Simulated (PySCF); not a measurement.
The third ionisation energy along group 15

All values are computed (PySCF 2.14, energy differences of UHF-based or UKS calculations, no spin-orbit coupling). Values in eV. The last column holds reference values (NIST; (s) semi-empirical, (t) theoretical, else measured). Unmarked ones compare directly (S terms, centres of terms, or small fine structure); those marked * lie between the lowest fine-structure levels and include a spin-orbit shift.

```csv
element,configurations,UHF,MP2 (valence),SCS-MP2 (valence),CCSD (valence),CCSD(T) (valence),reference
"N (cc-pVDZ, non-relativistic)",[He] 2s2 2p1 → [He] 2s2,47.303,47.291,47.234,47.017,47.032,47.445 (s) *
"P (cc-pV(D+d)Z, non-relativistic)",[Ne] 3s2 3p1 → [Ne] 3s2,29.562,29.743,29.724,29.865,29.883,30.203 *
"Bi (cc-pVDZ-PP with ECP60MDF, ECP)",[Xe] 4f14 5d10 6s2 6p1 → [Xe] 4f14 5d10 6s2,22.991,23.111,23.095,23.165,23.170,25.571 *
```

"Valence" correlates the outer s and p shells and, in groups 3 to 12 and the f block, the outer d or f shell, open or full, or the next shell where the ion has no valence electron left; the wider scheme adds the next inner shell.
